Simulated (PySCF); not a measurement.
Job file and geometry (Å, from GFN2-xTB) of an NMR shielding run on `B[C@@H](C)CBc1cccs1`, C₇H₁₂B₂S, GIAO PBE0/pcSseg-1 NMR shielding, non-relativistic, gas phase in PySCF; density fitting, a coarse starting grid and PySCF grid level 2 are the driver's defaults:

```
$ OMP_NUM_THREADS=1 python probes_run.py task.json out

{"job": {"kind": "nmr", "xc": "PBE0", "basis": "pcSseg-1"}, "charge": 0, "multiplicity": 1}
B     -3.347736    -1.354702    -0.122109
C     -2.226012    -0.254870    -0.199512
C     -2.056759     0.594821     1.065715
C     -0.839422    -0.780942    -0.644234
B      0.207209     0.354838    -0.971114
C      1.633785     0.301362    -0.429571
C      2.676798     1.170016    -0.668405
C      3.872597     0.840933    -0.011867
C      3.750614    -0.288999     0.741397
S      2.181658    -0.959084     0.654172
H     -4.181830    -1.301989     0.695558
H     -3.377796    -2.213876    -0.915459
H     -2.571984     0.422894    -0.996978
H     -3.007865     1.018934     1.379909
H     -1.670057    -0.016132     1.878971
H     -1.352210     1.407300     0.890569
H     -0.478218    -1.475932     0.118432
H     -0.982320    -1.374781    -1.552800
H     -0.091770     1.256124    -1.661478
H      2.569659     2.027842    -1.309225
H      4.782085     1.410566    -0.089308
H      4.499163    -0.764937     1.344918
```

Q: Write the output of this run.

A: 
```
coarse grid: 18840 points
cycle   1  E = -721.0958189563  dE =  1.292e+00  |g| = 4.629e-01  |ddm| = 4.295e+00
cycle   2  E = -721.0671698329  dE =  2.865e-02  |g| = 5.708e-01  |ddm| = 1.070e+00
cycle   3  E = -721.1549342998  dE = -8.776e-02  |g| = 1.148e-01  |ddm| = 6.854e-01
cycle   4  E = -721.1580591115  dE = -3.125e-03  |g| = 4.935e-02  |ddm| = 1.601e-01
cycle   5  E = -721.1586739995  dE = -6.149e-04  |g| = 1.308e-02  |ddm| = 5.575e-02
cycle   6  E = -721.1587157509  dE = -4.175e-05  |g| = 5.632e-03  |ddm| = 2.013e-02
cycle   7  E = -721.1587241175  dE = -8.367e-06  |g| = 1.436e-03  |ddm| = 7.253e-03
final grid: 177088 points
cycle   8  E = -721.2181280799  dE = -5.220e-05  |g| = 1.044e-02  |ddm| = 3.835e-02
cycle   9  E = -721.2181076933  dE =  2.039e-05  |g| = 1.364e-02  |ddm| = 2.334e-02
cycle  10  E = -721.2181563763  dE = -4.868e-05  |g| = 1.435e-03  |ddm| = 1.462e-02
cycle  11  E = -721.2181569398  dE = -5.635e-07  |g| = 4.963e-04  |ddm| = 2.243e-03
cycle  12  E = -721.2181570033  dE = -6.353e-08  |g| = 1.023e-04  |ddm| = 5.231e-04
cycle  13  E = -721.2181570054  dE = -2.122e-09  |g| = 5.140e-05  |ddm| = 1.408e-04
cycle  14  E = -721.2181570061  dE = -6.426e-10  |g| = 1.610e-05  |ddm| = 5.673e-05
converged SCF energy = -721.2181570061

GIAO shielding tensors (ppm)
atom      isotropic    diamagn.    paramagn.     s11        s22        s33       span
  0 B        6.303     190.886    -184.583    -68.825    -28.626    116.361    185.186
  1 C      145.034     247.391    -102.358    113.765    147.529    173.807     60.042
  2 C      161.006     249.148     -88.142    138.341    163.245    181.431     43.090
  3 C      151.609     253.070    -101.461    122.754    157.021    175.054     52.300
  4 B       32.633     190.665    -158.033    -32.201     15.526    114.573    146.773
  5 C       26.362     258.957    -232.596    -50.781     -1.088    130.954    181.735
  6 C       36.573     250.120    -213.546    -44.097     10.966    142.851    186.948
  7 C       53.494     256.429    -202.935    -28.295     39.796    148.982    177.277
  8 C       38.238     266.036    -227.799    -60.129     28.488    146.354    206.483
  9 S      237.076    1058.505    -821.429     81.829    221.224    408.176    326.347
 10 H       23.747      29.066      -5.319     15.388     27.372     28.481     13.094
 11 H       23.672      29.092      -5.421     14.933     27.165     28.917     13.984
 12 H       29.870      30.774      -0.904     24.648     29.791     35.172     10.524
 13 H       30.018      29.911       0.107     26.104     26.678     37.272     11.168
 14 H       30.512      31.734      -1.222     26.735     29.976     34.826      8.091
 15 H       31.008      31.871      -0.863     26.451     31.523     35.050      8.599
 16 H       29.661      34.525      -4.864     25.490     28.747     34.745      9.255
 17 H       29.711      32.337      -2.625     25.085     28.486     35.563     10.477
 18 H       24.335      32.231      -7.896     19.600     25.271     28.134      8.534
 19 H       23.758      31.604      -7.846     20.973     23.506     26.795      5.822
 20 H       24.220      29.239      -5.019     21.111     24.508     27.042      5.931
 21 H       23.811      30.966      -7.155     21.132     23.147     27.153      6.022
```

Size and cost of the density-fitted run: 237 basis functions, 62 s wall time on 1 thread of an Arm Neoverse V1, shared host; peak memory 1 GiB.
